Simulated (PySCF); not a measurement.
SMILES C(#C)c1ccccc1 (C8H6) (GFN2-xTB optimised geometry):

```
14

C     -1.975    -2.349    -0.001
C     -1.375    -1.309    -0.001
C     -0.664    -0.084     0.000
C     -1.354     1.128     0.001
C     -0.655     2.320     0.001
C      0.731     2.315     0.000
C      1.420     1.113     0.000
C      0.730    -0.084     0.000
H     -2.501    -3.257    -0.001
H     -2.434     1.124     0.001
H     -1.192     3.257     0.001
H      1.274     3.249     0.000
H      2.501     1.110     0.000
H      1.261    -1.025     0.000
```

Calculation: CAM-B3LYP/def2-TZVP (PySCF).

Q: What are the frontier orbital energies and the dipole moment?

A: HOMO-2 -9.44 eV, HOMO-1 -8.79 eV, HOMO -8.04 eV, LUMO 0.04 eV, LUMO+1 0.71 eV; dipole moment 0.76 D.

Meta-Löwdin charges at CAM-B3LYP/def2-TZVP: C1 -0.22, C2 -0.03, C3 0.00, C4 -0.11, C5 -0.11, C6 -0.11, C7 -0.11, C8 -0.11, H9 0.17, H10 0.13, H11 0.12, H12 0.12, H13 0.12, H14 0.13.
